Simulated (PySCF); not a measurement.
Vertical excitations of a molecule C₃H₁₀OSi₂ from TDA-LC-ωPBE/def2-SVPD run with PySCF 2.14.0, as energy in eV (oscillator strength): 6.85 (0.140), 7.04 (0.205), 7.39 (0.050), 7.61 (0.003), 8.09 (0.006), 8.36 (0.007). Lowest triplet (TDA): 3.87 eV. Geometry: PBE0-D3(BJ)/def2-SVP. One conformer was computed; it need not be the lowest.

### Question
Pick the molecule that these values belong to.
(A) C[C@@H]1O[SiH2][C@@H]1[SiH3]
(B) C[C@@H]1OC[SiH2][SiH2]1
(C) C[Si@@H]1CO[Si@@H]1C
(D) C=C([SiH3])C[SiH2]O

### Answer
D, C=C([SiH3])C[SiH2]O
